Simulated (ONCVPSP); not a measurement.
# Scattering properties, ONCV potential for potassium (K)

ONCVPSP 4.0.1 input, shortened (lines: element, Z, core and valence counts, functional; n l f; lmax; l rc ep ncon nbas qcut; lloc lpopt rc5 dvloc0; l nproj debl; icmod fcfact rcfact), PBE, scalar-relativistic:

```
  K 19.00    3    4        4      upf
    1    0    2.00
    2    0    2.00
    2    1    6.00
    3    0    2.00
    3    1    6.00
    3    2    0.50
    4    0    0.50
    2
    0    2.15    0.00    4    8    6.10
    1    1.55    0.00    4    8    8.90
    2    4.00    0.00    4    9    2.60
    4    5    1.05    6.00
    0    3    1.10
    1    2    3.80
    2    1    0.50
    3    3.75    1.45
```

The phase is arctan(r·R′/R) of the radial function R(r), unwrapped; energies in Ha, scanned from -3 to 5 Ha. A pole is an energy at which the radial function vanishes at the test radius. The pseudo phase is shifted by a multiple of π to meet the all-electron one at the reference energy, and phase errors are pseudo minus all-electron; the curves can meet again beyond the range given. Levels narrower than the energy grid can be missing from the lists of poles.

```json
{"channel": "s", "radius (bohr)": "2.18", "reference energy (Ha)": "-0.11", "poles, all-electron": "-1.12, 3.50", "poles, pseudo": "-1.12, 3.50", "unbroken range about the reference energy with phases within 0.05 rad": "the whole range", "phase error 1 Ha above the reference energy (rad)": "+0.000"}
{"channel": "p", "radius (bohr)": "1.58", "reference energy (Ha)": "-0.73", "poles, all-electron": "0.71", "poles, pseudo": "0.70", "unbroken range about the reference energy with phases within 0.05 rad": "the whole range", "phase error 1 Ha above the reference energy (rad)": "-0.000"}
{"channel": "d", "radius (bohr)": "4.06", "reference energy (Ha)": "-0.01", "poles, all-electron": "0.13, 1.02, 2.62, 4.88", "poles, pseudo": "0.15, 1.10, 2.44", "unbroken range about the reference energy with phases within 0.05 rad": "below 0.1", "phase error 1 Ha above the reference energy (rad)": "+0.123"}
```

Note: no bound ghost flagged; GHOST(+) flagged for d at 31.1 eV.

Phases in the d channel:

| E (Ha) | all-electron | pseudo |
| --- | --- | --- |
| -2.98 | 1.459 | 1.458 |
| -2.54 | 1.448 | 1.448 |
| -2.10 | 1.435 | 1.434 |
| -1.66 | 1.415 | 1.414 |
| -1.22 | 1.385 | 1.384 |
| -0.78 | 1.328 | 1.328 |
| -0.34 | 1.158 | 1.162 |
| 0.10 | -1.462 | -1.429 |
| 0.54 | -4.241 | -2.764 |
| 0.98 | -4.696 | -4.568 |
| 1.42 | -4.944 | -7.592 |
| 1.86 | -7.516 | -7.780 |
| 2.30 | -7.789 | -7.840 |
| 2.74 | -7.874 | -7.882 |
| 3.18 | -7.982 | -7.929 |
| 3.62 | -9.610 | -8.015 |
| 4.06 | -10.867 | -8.492 |
| 4.50 | -10.955 | -10.719 |
| 4.94 | -11.001 | -10.900 |
